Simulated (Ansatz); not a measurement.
Geometry optimisation, RHF/def2-SVP (Ansatz).

Input file:

```yaml
crystal:
  periodic: [false, false, false]
  atoms:
    - { symbol: B, position_ang: [0.1657, -0.0125, 1.2844] }
    - { symbol: O, position_ang: [-0.9731, -0.0173, 0.293] }
    - { symbol: B, position_ang: [-0.3497, -0.111, -1.0262] }
    - { symbol: Cl, position_ang: [0.08168, 1.41086, -1.99005] }
    - { symbol: I, position_ang: [0.17619, -2.07004, -1.89013] }
    - { symbol: H, position_ang: [0.5523, 1.0891, 1.6246] }
    - { symbol: H, position_ang: [0.5445, -0.9642, 1.7662] }
basis:
  gaussian: { orbitals: def2-SVP }
hamiltonian:
  xc: hf
relax:
  f_tol: 0.015
  max_steps: 40
output:
  orbitals: {}
```

Command:

```bash
$ ansatz run input.yaml --threads 1 --pin off --max-ram 2048MiB --backend cpu --events-out ev --progress --plain --runs-dir out
```

**Question.** Where does it end, and by what steps?

**Answer.** It converged. The force dipped under the threshold on the way, but the program's further checks kept it going. After 20 steps the energy has fallen by 1.489 eV; H6 moved furthest, 1.16 Å.

```tsv
step	energy less start (eV)	largest force component (eV/Å)	accepted
0	0.0000	5.405	yes
1	-0.3977	3.824	yes
2	-0.8131	1.979	yes
3	-1.0895	0.525	yes
4	-1.1662	0.401	yes
5	-1.2246	0.518	yes
6	-1.3087	0.306	yes
7	-1.3496	0.640	yes
8	-1.3964	0.411	yes
9	-1.3465	1.165	no
10	-1.4332	0.264	yes
11	-1.4577	0.156	yes
12	-1.4798	0.158	yes
13	-1.4773	0.377	no
14	-1.4861	0.067	yes
15	-1.4873	0.022	yes
16	-1.4843	0.219	no
17	-1.4878	0.011	yes
18	-1.4883	0.065	yes
19	-1.4868	0.130	no
20	-1.4888	0.009	yes
```

```xyz
7
Properties=species:S:1:pos:R:3
B 0.210 0.041 1.364
O -0.143 0.428 0.109
B -0.158 0.004 -1.146
Cl 0.079 1.151 -2.458
I -0.512 -2.082 -1.602
H -0.288 0.621 2.282
H 1.010 -0.837 1.511
```

Whether the end is a true minimum wasn't checked by a vibrational analysis.

Time of the run: 60 s on 1 CPU thread of a shared host.
